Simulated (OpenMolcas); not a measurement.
**Pt6+: moving or changing the point charges**

Pt6+ among 6 point charges of -1.7 e arranged as a tetragonal octahedron (D4h), 2.24 Å from the ion, with the axial distance 2.397 Å.
```
   2.2400    0.0000    0.0000  -1.70
   0.0000    2.2400    0.0000  -1.70
  -2.2400    0.0000    0.0000  -1.70
   0.0000   -2.2400    0.0000  -1.70
   0.0000    0.0000    2.3968  -1.70
   0.0000    0.0000   -2.3968  -1.70
```

```yaml
Program: OpenMolcas
Method: "SS-CASPT2, IPEA 0.25 Eh, imaginary shift 0.1 Eh (closed shells correlated: 5s 5p)"
Basis: ANO-RCC-VDZP [7s6p4d2f]
Scalar_Hamiltonian: DKH2, point nucleus
Active_space: 4 electrons in 5 orbitals (5d)
State_averaging: 2S+1 = 5 even, 5 roots; 2S+1 = 3 even, 45 roots; 2S+1 = 1 even, 50 roots
Spin-orbit_coupling: state interaction with AMFI integrals over the reference wave functions
```

Runs around this geometry, states (labels of D4, the rotations of D4h). Energies in cm-1 above the lowest state or level, χT in cm3 K/mol.

| R (Å) | q (e) | Axial / equatorial distance | Ground state | First state of that spin | First gap with spin-orbit (degeneracies) | χT at 300 K | First state of another spin |
| --- | --- | --- | --- | --- | --- | --- | --- |
| 2.24 | -1.7 | 0.98 | 5A1 | 5B1 760 | 7750 (1, 2) | 0.029 | 3A2 19400 |
| 2.24 | -1.36 | 1.07 | 5B1 | 5A1 1810 | 7420 (1, 1) | 0.029 | 3E 20440 |
| 2.02 | -1.7 | 1.07 | 5B1 | 5A1 3130 | 7000 (1, 1) | 0.032 | 3E 19180 |
| 2.24 | -1.7 | 1.07 | 5B1 | 5A1 2260 | 7250 (1, 1) | 0.029 | 3E 20260 |
| 2.38 | -1.7 | 1.07 | 5B1 | 5A1 1870 | 7410 (1, 1) | 0.028 | 3E 20550 |

Taking the first state of the same spin as R^-n, n = -ln(1870 / 3130) / ln(2.38 / 2.02) = 3.1 between the shortest and longest distance.

Scaling the charges by -1.36 / -1.7 = 0.80 scales the first state of the same spin by 1810 / 2260 = 0.80; with fixed orbitals a first-order splitting would follow the charge.

The ground state changes within this set.

Point charges give a weaker field than real ligands, and real ions of this kind are as a rule low spin; the high spin found here belongs to the model. Free-ion shares, where given, are those of the reference states; single-state CASPT2 does not remix them. Spin-orbit coupling mixes the spin-free states strongly: the lowest level takes only 20 % from its leading state, 5E, which lies 3405 cm-1 above the lowest spin-free state (figures for R = 2.24, q = -1.7, ratio = 0.98; the like holds for R = 2.24, q = -1.36, ratio = 1.07, R = 2.02, q = -1.7, ratio = 1.07, R = 2.24, q = -1.7, ratio = 1.07, R = 2.38, q = -1.7, ratio = 1.07). The ground term spreads over less than 5000 cm-1, several times less than with real ligands, so orbital moments are less quenched and χT lies further from the spin-only value than at real sites (holds for R = 2.24, q = -1.7, ratio = 0.98; R = 2.24, q = -1.36, ratio = 1.07; R = 2.24, q = -1.7, ratio = 1.07; R = 2.38, q = -1.7, ratio = 1.07). This is an electrostatic model: the charges have no orbitals. No measured value stands beside these numbers.
